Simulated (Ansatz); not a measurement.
Input for Ansatz (a first-principles code): U-CCSD(T)/def2-TZVPP on CdB, 2S+1 = 4, a spin state set in the input, which need not be the lowest, a point of a bond scan (R = 2.083 Å). Elements past Kr take the def2 small-core potentials; no spin–orbit coupling.

Ansatz 0.2 input:
```yaml
crystal:
  periodic: [false, false, false]
  atoms:
    - {symbol: Cd, position_ang: [0.00000000, 0.00000000, 0.00000000]}
    - {symbol: B, position_ang: [0.00000000, 0.00000000, 2.08307600]}
basis:
  gaussian:
    orbitals: def2-TZVPP
magnetization: {spin_polarized: true, initial_magnetization: 3}
correlation: {method: ccsd_t, electrons: valence}
output: {orbitals: {seedname: ./end}}
```

The log:

```
WARN ansatz: RAYON_NUM_THREADS=2 ignored (pool sized by the plan → 2); use --threads N
Functional definition: HF
integrals: 0.12 GiB planned
593 factors; integrals over basis functions are off by at most 7.4e-4 eV
mean field: 0.17 GiB planned
mean field evaluation 1: about -5206.4744 eV, gradient 1.1e1 eV
mean field evaluation 2: about -5206.4850 eV, gradient 1.1e1 eV
mean field evaluation 4: about -5207.4484 eV, gradient 2.0e0 eV
mean field evaluation 8: about -5207.6343 eV, gradient 2.9e-1 eV
mean field evaluation 16: about -5207.6574 eV, gradient 5.2e-1 eV
mean field evaluation 32: about -5207.7855 eV, gradient 3.2e-2 eV
mean field evaluation 64: about -5207.6256 eV, gradient 2.9e-1 eV
mean field evaluation 96: about -5207.7857 eV, gradient 3.2e-4 eV
mean field evaluation 128: about -5207.7547 eV, gradient 2.4e-1 eV
mean field evaluation 160: about -5207.6401 eV, gradient 7.8e-5 eV
mean field evaluation 192: about -5207.2495 eV, gradient 1.4e0 eV
mean field evaluation 224: about -5205.1266 eV, gradient 3.9e-2 eV
mean field evaluation 256: about -5204.2258 eV, gradient 7.7e-1 eV
mean field evaluation 288: about -5207.7857 eV, gradient 3.3e-4 eV
mean field evaluation 320: about -5205.1266 eV, gradient 3.0e-2 eV
mean field evaluation 352: about -5206.4845 eV, gradient 2.6e0 eV
mean field evaluation 384: about -5202.8251 eV, gradient 6.1e0 eV
mean field evaluation 416: about -5205.1255 eV, gradient 1.5e-1 eV
mean field evaluation 448: about -5203.7724 eV, gradient 9.2e-4 eV
mean field evaluation 480: about -5203.7635 eV, gradient 1.2e0 eV
mean field evaluation 512: about -5204.2094 eV, gradient 5.9e-4 eV
mean field -5207.78565591 eV, -191.3825928907 hartree, gradient 2.0e-6 eV, S^2 3.761964; 13 other end points of the search recorded, 0 dependent functions left out
determinant -5207.78565591 eV, -191.3825928907 hartree, with singles and doubles -5227.33707151 eV, -192.1010941618 hartree
determinant -5207.64006134 eV, -191.3772423891 hartree, with singles and doubles -5227.53213975 eV, -192.1082627872 hartree
determinant -5205.12665227 eV, -191.2848763093 hartree, with singles and doubles -5224.54791972 eV, -191.9985947241 hartree
determinant -5207.78565591 eV, -191.3825928907 hartree, with singles and doubles -5227.34304718 eV, -192.1013137636 hartree
determinant -5207.64006134 eV, -191.3772423891 hartree, with singles and doubles -5227.53901843 eV, -192.1085155740 hartree
1 core orbitals not correlated
reference -5207.64006134 eV, -191.3772423891 hartree; 13, 10 occupied and 73, 76 virtual orbitals, 593 factors
second order -20.31835753 eV of doubles, -0.00000000 eV of singles
coupled cluster: 0.47 GiB planned
cycle   1  -19.89895312 eV  change    4.0e-6 eV  update   2.3e-6
coupled cluster: 0.48 GiB planned
perturbative correction -0.65801389 eV, -0.0241815644 hartree
Total energy: -5228.19702835 eV, -192.1326969925 hartree
```

The calculation finished and met its thresholds. Its determinant has ⟨S²⟩ = 3.87, a mixture of spin states.

Cost: about 30 core-seconds (a rough figure).
